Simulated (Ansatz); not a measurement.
Computed with Ansatz on PBE0-D4/def2-TZVP structures; ΔE is electronic, products minus reactants. CCSD(T)/CBS is the MP2 limit (def2-TZVPP, def2-QZVPP) plus CCSD(T) − MP2 in def2-TZVPP, frozen cores. This one scheme is used for every species. DFT in def2-TZVPP. B3LYP here is the variant with VWN-RPA as its local correlation; programs differ in this. For Ge outer-core shells are correlated without core-valence functions, which leaves a few kJ/mol of doubt a bond. Scalar relativity is left out up to krypton. Each species was taken in one conformer, which may not be the lowest.

`[CH3][Ge]([OH])([OH])[GeH3]` + CH₃OH → `C[O][Ge]([CH3])([OH])[OH]` + GeH₄  (cleavage of the Ge–Ge bond)

```json
{"level": "PBE0-D4", "ΔE (kJ/mol)": "-20.4", "difference from CCSD(T)/CBS": "9.3"}
{"level": "B2PLYP", "ΔE (kJ/mol)": "-32.3", "difference from CCSD(T)/CBS": "-2.6"}
{"level": "PBE", "ΔE (kJ/mol)": "-13.9", "difference from CCSD(T)/CBS": "15.8"}
{"level": "B3LYP", "ΔE (kJ/mol)": "-26.2", "difference from CCSD(T)/CBS": "3.5"}
{"level": "HF/def2-TZVPP", "ΔE (kJ/mol)": "-51.2", "difference from CCSD(T)/CBS": "-21.5"}
{"level": "SCS-MP2/def2-TZVPP", "ΔE (kJ/mol)": "-39.6", "difference from CCSD(T)/CBS": "-9.9"}
{"level": "CCSD/def2-TZVPP", "ΔE (kJ/mol)": "-36.6", "difference from CCSD(T)/CBS": "-6.9"}
{"level": "MP2/def2-QZVPP", "ΔE (kJ/mol)": "-32.5", "difference from CCSD(T)/CBS": "-2.8"}
{"level": "MP2/CBS(def2)", "ΔE (kJ/mol)": "-29.7", "difference from CCSD(T)/CBS": "0.0"}
{"level": "CCSD/CBS(def2)", "ΔE (kJ/mol)": "-30.6", "difference from CCSD(T)/CBS": "-0.9"}
{"level": "CCSD(T)/CBS", "ΔE (kJ/mol)": "-29.7", "difference from CCSD(T)/CBS": "0"}
```

Largest T1 diagnostic among the species: 0.012.

In def2-TZVPP, CCSD(T) changes the Hartree–Fock value by +15.5 kJ/mol (the triples alone add +0.9 kJ/mol) and MP2 by +15.5 kJ/mol. From PBE to PBE0 (25 % exact exchange), in def2-TZVPP and without D4, ΔE moves by −6.0 kJ/mol.
